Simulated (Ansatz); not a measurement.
Reactions of C2H8AlNO, SMILES `C[N](C)[AlH][OH]`.

Isolated molecules relaxed with PBE0-D4/def2-TZVP in Ansatz; ΔE leaves out vibrations. CBS: MP2 limit from def2 TZ/QZ plus the TZ coupled-cluster correction, frozen cores. This one scheme is used for every species. Functionals use def2-TZVPP. B3LYP here is the variant with VWN-RPA as its local correlation; programs differ in this. Triplets are unrestricted, without spin–orbit coupling. For Ge, Mg outer-core shells are correlated without core-valence functions, which leaves a few kJ/mol of doubt a bond. Scalar relativity is left out up to krypton. Each species was taken in one conformer, which may not be the lowest.

| reaction | PBE-D4 (kcal/mol) | B3LYP-D4 (kcal/mol) | HF/CBS(def2) (kcal/mol) |
| --- | --- | --- | --- |
| `C[N](C)[AlH][OH]` + H–F → `C[N](C)[AlH][F]` + H₂O | -12.8 | -13.3 | -14.9 |
| `C[N](C)[AlH][OH]` + `[SH][Mg][Cl]` → `C[S][Mg][Cl]` + `C[NH][AlH][OH]` | 0.7 | 0.8 | 0.4 |
| `C[N](C)[AlH][OH]` + `C[Si]S` → `C[Si]SC` + `C[NH][AlH][OH]` | -5.3 | -4.8 | -4.4 |
| `C[N](C)[AlH][OH]` + H₂ → `C[N](C)[AlH2]` + H₂O | 25.9 | 27.5 | 25.1 |
| `C[N](C)[AlH][OH]` + `N=C(N)Cl` → `C/N=C(/N)Cl` + `C[NH][AlH][OH]` | -1.2 | -1.2 | -0.8 |
| `C[N](C)[AlH][OH]` → `[CH2]` (triplet) + `C[NH][AlH][OH]` | 99.4 | 96.0 | 61.5 |
| `C[N](C)[AlH][OH]` + `[CH3][Ge]([NH2])([OH])[F]` → `C[O][Ge]([CH3])([NH2])[F]` + `C[NH][AlH][OH]` | 6.3 | 5.2 | 3.7 |
| `C[N](C)[AlH][OH]` + H₂S → `[OH][AlH][SH]` + dimethylamine | -7.1 | -5.6 | -8.3 |
| `C[N](C)[AlH][OH]` + H₂ → `[OH][AlH2]` + dimethylamine | 16.8 | 17.1 | 10.5 |
| `C[N](C)[AlH][OH]` + HCl → `C[N](C)[AlH][Cl]` + H₂O | -9.0 | -8.0 | -8.9 |

**Question.** Give the CCSD(T)/CBS values in the same order. (An estimate is asked.)

**Answer.** Ansatz gave: -13.2, 0.6, -5.1, 27.1, -1.0, 97.1, 6.4, -6.3, 17.3, -9.2 kcal/mol.

Largest T1 diagnostic: 0.014, for `C[Si]S`.
